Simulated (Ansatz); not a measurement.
Compare A (`C[NH][GeH]([Cl])[Cl]`) with its isomer B (`[CH3][Ge]([NH2])([Cl])[Cl]`).

Computed with Ansatz on PBE0-D4/def2-TZVP structures; ΔE is electronic, products minus reactants. CCSD(T)/CBS adds triple-zeta CCSD(T) − MP2 to the extrapolated MP2 energy (def2 sets, frozen cores). Functionals use def2-TZVPP. For Ge outer-core shells are correlated without core-valence functions, which leaves a few kJ/mol of doubt a bond. Scalar relativity is left out up to krypton. Each species was taken in one conformer, which may not be the lowest.

A:

Z-matrix (Å, degrees):
```
C
N 1 1.454
H 1 1.093 2 109.7
H 1 1.097 2 114.0 3 -120.9
H 1 1.093 2 109.7 3 117.2
Ge 2 1.807 1 119.1 3 48.7
H 2 1.011 1 113.0 3 -175.3
Cl 6 2.136 2 106.4 1 173.0
Cl 6 2.160 2 112.7 1 55.5
H 6 1.527 2 112.3 1 -65.1
```

B:

```xyz
10

C     0.801    1.247    0.147
Ge   -0.599   -0.057   -0.140
N    -0.248   -1.830    0.005
Cl   -2.162    0.327    1.282
Cl   -1.352    0.207   -2.134
H     1.602    1.084   -0.575
H     0.393    2.249    0.017
H     1.193    1.142    1.160
H     0.374   -2.213   -0.691
H    -0.002   -2.156    0.928
```

Which isomer does CCSD(T)/CBS put lower? Give the gap. (Best estimate.)

The calculation gave: B, by 81.4 kJ/mol.

Give E(B) − E(A) in kJ/mol with B2PLYP, PBE0-D4, CCSD(T)/def2-SVP, MP2/def2-TZVPP, BLYP-D4, HF/def2-TZVPP, CCSD(T)/def2-TZVPP. (Estimate.)

The calculation gave: B2PLYP -77.8, PBE0-D4 -77.0, CCSD(T)/def2-SVP -58.0, MP2/def2-TZVPP -86.2, BLYP-D4 -72.7, HF/def2-TZVPP -73.1, CCSD(T)/def2-TZVPP -80.9. None reverses the order clearly.

Does the order hold for the free energy at 298.15 K (harmonic terms from PBE0-D4)? (Estimate.)

The calculation gave: Yes: G(B) − G(A) = -84.1 kJ/mol, for one conformer each. Modes under 60 cm⁻¹, often nearly free rotors, make the harmonic entropy too high.

Largest T1 diagnostic: 0.010.

In def2-TZVPP, CCSD(T) changes the Hartree–Fock value by −7.9 kJ/mol (the triples alone add −0.6 kJ/mol) and MP2 by −13.1 kJ/mol. Leaving LDA and LC-ωPBE aside and taking each functional with its dispersion term where it has one, the values, not all of them listed here, spread over 8.1 kJ/mol, from PBE-QIDH to BLYP-D4.
